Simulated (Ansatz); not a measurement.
Basis-set extrapolation for C₃H₇B, SMILES `BC(=C)C` (PBE0-D4/def2-TZVP geometry, frozen core, Ansatz 0.2.0). Multiplicity 1, RHF reference.

```csv
,def2-TZVPP,def2-QZVPP
HF,-142.380050,-142.386762
MP2 correlation,-0.601269,-0.638931
CCSD(T) correlation,-0.672375,not run
```

Energies in hartree. Use E(X) = E(∞) + A·exp(−7.88·√X) for Hartree–Fock and E(X) = E(∞) + B·X^(−2.97) for correlation, with X = 3 and 4, and add CCSD(T) minus MP2 of the smaller set to the MP2 limit.

Q: What is the CCSD(T) energy at the basis-set limit?

A: HF limit: -142.386762 + (-0.006712) × 0.13774 = -142.38769. MP2 limit: -0.638931 + (-0.037662) × 0.74074 = -0.66683. Higher-order term: -0.672375 − (-0.601269) = -0.07111. Total: -143.12563 hartree, 1.99 eV below CCSD(T)/def2-TZVPP.
